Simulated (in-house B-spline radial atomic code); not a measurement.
Values are calculated unless marked as measured or tabulated.
**Making a Troullier-Martins s channel for Cl, r_c = 0.97 bohr**

Cl, [Ne] 3s2 3p5, non-relativistic PBE, spherical and spin-unpolarised, from a B-spline radial code for spherical atoms (atomic units). The all-electron 3s level is ε = -0.754424 hartree, its outermost node lies just inside 0.56 bohr and its outer maximum at 1.29 bohr.

Inside r_c the pseudo-orbital is u(r) = r^1 exp(p(r)), with p = c0 + c2 r² + c4 r⁴ + … + c12 r¹². The seven coefficients follow from p and its first four derivatives at r_c, from zero curvature of the screened potential at the origin, c4 = −c2²/(2l + 5), and from the norm inside r_c. At r_c the all-electron orbital has P = 0.7469847, P' = 0.9763233, the screened potential V = -3.430365, V' = 6.344324, V'' = -10.09626, and the norm inside is Q = 0.1399015.

(1) What are p, p' and p'' at r_c?

For a trial c2 the five matching conditions are linear in c0, c6, c8, c10 and c12, and c2 is varied until the norm inside r_c equals Q. The root nearest zero gives:

```csv
n,c_n
0,-0.013919
2,-2.583188
4,-1.334572
6,22.65404
8,-38.70495
10,26.19878
12,-6.471744
```

(2) Check c4 and p(r_c), and find the screened pseudopotential at the origin.

Orbitals and screened potentials:

```json
{"r (bohr)": "0.097", "P": "0.105", "u": "0.09335", "V all-electron": "-132.3", "V pseudo": "-8.461"}
{"r (bohr)": "0.242", "P": "-0.3895", "u": "0.2051", "V all-electron": "-38.06", "V pseudo": "-7.164"}
{"r (bohr)": "0.388", "P": "-0.3641", "u": "0.267", "V all-electron": "-18.14", "V pseudo": "-2.687"}
{"r (bohr)": "0.534", "P": "-0.0565", "u": "0.31", "V all-electron": "-10.53", "V pseudo": "2.857"}
{"r (bohr)": "0.679", "P": "0.285", "u": "0.3982", "V all-electron": "-6.81", "V pseudo": "4.803"}
{"r (bohr)": "0.824", "P": "0.5602", "u": "0.5683", "V all-electron": "-4.628", "V pseudo": "-0.3098"}
{"r (bohr)": "0.97", "P": "0.747", "u": "0.747", "V all-electron": "-3.43", "V pseudo": "-3.43"}
```

Logarithmic derivatives P'/P at R = 1.27 bohr, for energies E around ε:

```
E − ε (hartree)  all-electron      pseudo
           -0.5      0.459047    0.454382
          -0.25      0.258332    0.257026
           -0.1      0.130684      0.1305
              0     0.0422654   0.0423213
            0.1     -0.049006  -0.0492169
           0.25     -0.191673   -0.193467
            0.5     -0.446599   -0.455357
```

(3) With P(R) = 0.8851749 and a norm of 0.351866 inside R, what slope in energy does norm conservation fix?

Answers

(1) p = ln(P/r_c^1) = ln(0.7469847/0.97) = -0.26125. p' = P'/P − 1/r_c = 1.30702 − 1.03093 = 0.27609. The radial equation gives p'' = 2(V − ε) − 2(1) p'/r_c − p'² = -5.35188 − (0.56926) − 0.07623 = -5.99737. Differentiating, p''' = 2V' + 2(1)p'/r_c² − 2(1)p''/r_c − 2p'p'' = 28.953, and p'''' = 2V'' − 4(1)p'/r_c³ + 4(1)p''/r_c² − 2(1)p'''/r_c − 2p''² − 2p'p''' = -194.52.

(2) −c2²/5 = -1.33457, as listed. The terms c_n r_c^n are -0.01392, -2.43052, -1.18149, 18.87018, -30.33475, 19.31962, -4.49037, which sum to -0.26125. Inverting the radial equation, V_l(r) = ε + 1 p'/r + (p'' + p'²)/2, so V_l(0) = ε + (2l + 3) c2 = -0.754424 + 3 × (-2.58319) = -8.5040 hartree, finite where the all-electron potential diverges.

(3) d(P'/P)/dE = −2 × (norm inside R)/P(R)² = -0.8982 per hartree·bohr at E = ε, for both atoms, since orbital and norm agree at R. Differences over ±0.1 hartree give -0.8984 (all-electron) and -0.8986 (pseudo), which also hold third-order terms. Half a hartree below ε the two curves differ by -0.0047.
